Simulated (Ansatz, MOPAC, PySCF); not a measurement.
Torsion H5–O1–Sb2–F3 in F2HOSb (SMILES [OH][Sb]([F])[F]); at each angle all else is relaxed with GFN2-xTB, and the levels are single points there.
Geometry at 60° (charge 0, multiplicity 1):
```xyz
5

O      1.1585    -0.5304     0.0651
Sb    -0.6450    -0.3643     0.5992
F     -1.0722     0.7000    -1.0213
F     -0.2204     1.3620     1.4792
H      1.5634     0.3380    -0.0172
```

On the grid 0° to 330°, 300° is the highest and 60° the lowest point at MP2/CBS(def2-TZVPP, def2-QZVPP) + ΔCCSD(T)/def2-TZVPP.

Correlated levels freeze the cores. Filled d and f shells under p-block atoms count as core. Rows in 3-21G, LANL2DZ carry no dispersion term and start afresh at each structure; the Pople sets are all-electron and without relativity. LANL2DZ brings its own core potentials from Na on. The state that PM6 reach isn't checked.

Codes used: Ansatz (a quantum-chemistry and plane-wave program); MOPAC for PM6 (differences of heats of formation); PySCF for 3-21G rows, LANL2DZ rows. Values without a source in brackets are computed. In def2 rows elements past Kr take small-core potentials, without spin–orbit coupling.

| level | energy at 300° less that at 60° (kcal/mol) |
|---|---|
| PM6 | 3.60 |
| BLYP/def2-TZVPP | 1.57 |
| B3LYP/3-21G | 3.68 |
| B3LYP/LANL2DZ | 3.74 |
| B3LYP/def2-TZVPP | 1.93 |
| PBE0/def2-TZVPP | 2.08 |
| wB97M-V/def2-TZVPP | 2.42 |
| SCS-MP2/def2-SVP | (withheld) |
| CCSD/def2-TZVPP | 2.07 |

Task: Some entries are withheld; supply them.

Result: 
- SCS-MP2/def2-SVP, energy at 300° less that at 60° (kcal/mol): 3.10
